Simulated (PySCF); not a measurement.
Si(CCH)(Cl)2(OMe) (C3H4Cl2OSi), SMILES Cl[Si](C#C)(OC)Cl. Atoms are numbered in the order given.

```xyz
11

C      2.4412    -1.7011     0.4451
C      1.4836    -0.9663     0.2936
Si     0.0265     0.1002     0.0829
Cl     0.3561     1.9262     0.9468
Cl    -0.3189     0.3325    -1.9394
O     -1.2961    -0.5407     0.8062
C     -1.8860    -1.7915     0.4975
H      3.2916    -2.3455     0.5785
H     -2.2154    -1.8269    -0.5551
H     -2.7624    -1.9253     1.1476
H     -1.1816    -2.6224     0.6764
```
Charge 0, spin multiplicity 1.

Geometry: B3LYP-D3(BJ)/def2-SVP. The values are those of a single conformer.

All values below come from PBE/pcSseg-1 (PySCF).

GIAO shieldings, no solvent; atoms alike by connectivity are averaged. δ = σ(ref) − σ: ¹³C against TMS (σ = 182.0 ppm); ²⁹Si against TMS (σ = 335.4 ppm); ³⁵Cl against HCl (σ = 936.5 ppm); ¹⁷O against H2O (σ = 334.3 ppm); ¹H against TMS (σ = 31.49 ppm), references at their B3LYP-D3(BJ)/def2-TZVP geometries, non-relativistic (without spin–orbit terms, shifts of atoms bonded to Cl or Br come out too high).

```tsv
atoms	nucleus	count	δ (ppm)
C1	¹³C	1	[?]
C2	¹³C	1	[?]
C7	¹³C	1	[?]
Si3	²⁹Si	1	-30.5
Cl4, Cl5	³⁵Cl	2	136.5
O6	¹⁷O	1	82.2
H9, H10, H11	¹H	3	[?]
H8	¹H	1	2.71
```

Q: Fill in the missing entries. (Estimate from the structure and the level; the computed values follow.)

A: 
- C7, δ (ppm): 57.0
- C1, δ (ppm): 100.6
- H9, H10, H11, δ (ppm): 4.14
- C2, δ (ppm): 84.1
